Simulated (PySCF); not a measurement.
## Mayer bond orders and bond lengths

C4H4N4.
Atom-mapped SMILES: `[CH3:1][n:2]1[n:3][n:4][cH:5][c:6]1[C:7]#[N:8]` (hydrogens: H9, H10, H11 on C1; H12 on C5)

Geometry (GFN2-xTB, Å), atoms numbered from 1 in this order:
```xyz
12
C4H4N4 angstrom
C     -1.713    0.055    0.098
N     -0.350   -0.342    0.296
N     -0.021   -1.364    1.061
N      1.253   -1.504    1.061
C      1.806   -0.566    0.286
C      0.777    0.214   -0.233
C      0.785    1.317   -1.090
N      0.791    2.223   -1.793
H     -1.744    0.991   -0.458
H     -2.248   -0.718   -0.457
H     -2.196    0.181    1.067
H      2.862   -0.488    0.137
```

Bond orders from the PBE0/pcSseg-1 density (PySCF). Isolated species at its GFN2-xTB geometry, gas phase. GFN2-xTB frequencies show an imaginary mode (82i cm⁻¹), so this geometry is no minimum at that level.

Q: How far do the computed orders between heavy atoms stray from the drawn ones?

A: The largest departure is 0.504, at C6–N2 (drawn aromatic, 0.996), counting aromatic bonds as 1.5. The bonds drawn aromatic range from 1.00 to 1.44.

Q: Set the Mayer orders of the bonds between heavy atoms beside their lengths.

A: 
| bond | drawn as | length (Å) | Mayer order |
| --- | --- | --- | --- |
| C1–N2 | single | 1.433 | 0.905 |
| N2–N3 | aromatic | 1.318 | 1.215 |
| N3–N4 | aromatic | 1.281 | 1.444 |
| N4–C5 | aromatic | 1.337 | 1.400 |
| C5–C6 | aromatic | 1.392 | 1.349 |
| C6–C7 | single | 1.397 | 1.007 |
| C7–N8 | triple | 1.147 | 2.976 |
| C6–N2 | aromatic | 1.364 | 0.996 |

By pair of heavy elements: C–N: lowest C1–N2 (0.905, 1.433 Å), highest C7–N8 (2.976, 1.147 Å). N–N: lowest N2–N3 (1.215, 1.318 Å), highest N3–N4 (1.444, 1.281 Å). C–C: lowest C6–C7 (1.007, 1.397 Å), highest C5–C6 (1.349, 1.392 Å).

Q: And the bonds to hydrogen?

A: C–H: 0.95 to 1.00 (4 bonds).

Q: Sum the orders of all bonds at each heavy atom with more than one neighbour and set the sums beside the valence in the SMILES.

A: C1 3.760 (drawn 4), N2 3.116 (drawn 3), N3 2.659 (drawn 3), N4 2.844 (drawn 3), C5 3.746 (drawn 4), C6 3.352 (drawn 4), C7 3.983 (drawn 4). Orders between atoms that aren't bonded are not in these sums.

Mayer orders depend on the basis set.
